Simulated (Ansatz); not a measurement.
Consider the formal hydrolysis of the Hf–C bond: `[CH3][Hf]12345678([F])([C@H]9[C@@H]1[C@@H]2[C@@H]3[C@H]94)[C@H]1[C@@H]5[C@@H]6[C@@H]7[C@H]18` + H₂O → `[OH][Hf]12345678([F])([C@H]9[C@@H]1[C@@H]2[C@@H]3[C@H]94)[C@H]1[C@@H]5[C@@H]6[C@@H]7[C@H]18` + CH₄.

Calculated with Ansatz (gas phase, PBE0-D4/def2-TZVP geometries, no zero-point term in ΔE). CCSD(T)/CBS adds triple-zeta CCSD(T) − MP2 to the extrapolated MP2 energy (def2 sets, frozen cores). This one scheme is used for every species. DFT in def2-TZVPP. def2 core potentials past Kr. For Hf outer-core shells are correlated without core-valence functions, which leaves a few kJ/mol of doubt a bond. One conformer a species, not always the lowest.

| level | ΔE (kcal/mol) |
| --- | --- |
| B97M-V | -38.9 |
| MP2/def2-QZVPP | -33.9 |

(1) What does CCSD(T)/CBS give? (Best estimate.)

Largest T1 diagnostic among the species: 0.012.

## Answers

(1) The calculation gave: -34.6 kcal/mol. The listed levels differ from it by -4.3, 0.7 kcal/mol.

Leaving LDA and LC-ωPBE aside and taking each functional with its dispersion term where it has one, the values, not all of them listed here, spread over 3.7 kcal/mol, from CAM-B3LYP-D4 to HSE06-D4. LDA lies +1.1 kcal/mol from PBE without D4. The D4 term adds +1.4 kcal/mol with B3LYP and +0.9 kcal/mol with PBE0; it sums over pairs of atoms, weighted by their polarisabilities, and B3LYP, whose exchange is more repulsive, gets the larger term. From PBE to PBE0 (25 % exact exchange), in def2-TZVPP and without D4, ΔE moves by +0.7 kcal/mol.

B3LYP here is the variant with VWN-RPA as its local correlation; programs differ in this.

CCSD(T)/CBS has its own doubt, a few kJ/mol and more with outer-core shells, so smaller differences from it don't rank the levels.
